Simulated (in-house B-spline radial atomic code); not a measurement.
A fraction x of an electron is moved 5p → 6s in Yb⁺, starting from [Xe] 4f14 6s1 and keeping the highest spin. Computed with a B-spline radial code for spherical atoms: scalar-relativistic (X2C) r2SCAN, spin-polarised, spherical fractional occupations, Fermi nucleus of rms radius 5.3108 fm.

```tsv
x	E(x) - E(0) (eV)	5p down level (eV)	6s down level (eV)
0	0.0000	-35.141	-
0.125	3.3915	-35.692	-8.484
0.25	6.8005	-36.228	-8.896
0.375	10.2240	-36.748	-9.302
0.5	?	?	?
0.625	17.1189	-37.747	-10.026
0.75	20.5936	-38.227	-10.352
0.875	?	?	?
1	27.6024	-39.152	-10.953
```

Task: What belongs in the row x = 0.5?

Result: An energy change of 13.6629 eV; 5p down at -37.254 eV, 6s down at -9.677 eV.

Task: What belongs in the row x = 0.875?

Result: An energy change of 24.0879 eV; 5p down at -38.695 eV, 6s down at -10.660 eV.

Task: Check Janak's theorem between x = 0.125 and 0.25.

Result: The slope of the energy is 27.27 eV; the orbital levels give 27.27 eV (ε of the receiving orbital less ε of the emptying one, averaged over the two points).
